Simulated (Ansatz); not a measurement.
`[SiH3][SiH2][SiH2][SiH2][GeH3]`, 17 atoms. The species carries charge 0 and has multiplicity 1. Correlated methods include outer-core shells of Ge, which these sets cover unevenly. Scalar relativity is left out up to krypton. All runs use 3 threads of an AMD EPYC 7R13 on a shared host and a share of an NVIDIA H100 80 GB. Correlated methods freeze the cores. Open-shell runs search over several starts.

(1) Give the basis size and wall time and peak host memory of each of these runs in Ansatz. RKS ωB97X-V/def2-TZVPP energy; direct RPA on PBE orbitals/def2-TZVPP energy; UKS B2PLYP (frozen core)/def2-TZVPP energy of the cation; RKS BLYP-D4/def2-TZVPP energy; RHF-MP2/def2-QZVPP energy; UHF-CCSD(T)/def2-TZVPP energy of the cation; RKS PBE0-D4/def2-QZVPP energy; RKS ωB97M-V/def2-SVP energy; UKS PBE-D4/def2-TZVPP energy of the cation; UKS r2SCAN-D4/def2-TZVPP energy of the cation; RKS ωB97M-V/def2-QZVPP energy; RKS r2SCAN-D4/def2-TZVPP energy and forces. (Estimate.)

## Answers

(1) Computed: Other jobs shared the machine, so times are rough.

| level | job | functions | wall time | peak host memory (GiB) |
| --- | --- | --- | --- | --- |
| RKS BLYP-D4/def2-TZVPP | energy | 384 | 2.4 s | 0.9 |
| RKS ωB97X-V/def2-TZVPP | energy | 384 | 3.4 s | 1 |
| RKS ωB97M-V/def2-SVP | energy | 164 | 3.4 s | 0.91 |
| RKS r2SCAN-D4/def2-TZVPP | energy and forces | 384 | 3.4 s | 0.93 |
| direct RPA on PBE orbitals/def2-TZVPP | energy | 384 | 3.6 s | 1.7 |
| RKS PBE0-D4/def2-QZVPP | energy | 729 | 4.4 s | 1.3 |
| UKS B2PLYP (frozen core)/def2-TZVPP | energy of the cation | 384 | 6 s | 1.7 |
| RKS ωB97M-V/def2-QZVPP | energy | 729 | 7.5 s | 1.4 |
| RHF-MP2/def2-QZVPP | energy | 729 | 8 s | 1.4 |
| UKS r2SCAN-D4/def2-TZVPP | energy of the cation | 384 | 9 s | 1.2 |
| UKS PBE-D4/def2-TZVPP | energy of the cation | 384 | 9.5 s | 1 |
| UHF-CCSD(T)/def2-TZVPP | energy of the cation | 384 | 80 s | 1.7 |
